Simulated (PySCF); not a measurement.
**SiI at M06**

Level: M06. PySCF, spin-free X2C with a Gaussian nucleus, basis sets Si x2c-SVPall, I x2c-SVPall.

```json
{
  "state": "²Π (doublet), unpaired electrons π ↑",
  "bond length": "2.450 Å",
  "harmonic wavenumber": "365 cm⁻¹",
  "force constant": "1.80 mdyn/Å",
  "rotational constant Be": "0.1225 cm⁻¹",
  "anharmonicity ωexe": "1.19 cm⁻¹",
  "vibration–rotation constant αe": "0.000550 cm⁻¹",
  "well depth De to Si + I": "74.2 kcal/mol",
  "dissociation energy D0": "73.6 kcal/mol",
  "bond order (Mayer)": "1.33",
  "dipole moment (positive dipole means Si(−)I(+))": "-0.34 D"
}
```

These are scalar-relativistic numbers at best; spin–orbit coupling would shift them, the dissociation energy most. The state is the lowest determinant that a PBE0 search found; another state may lie lower at other levels.
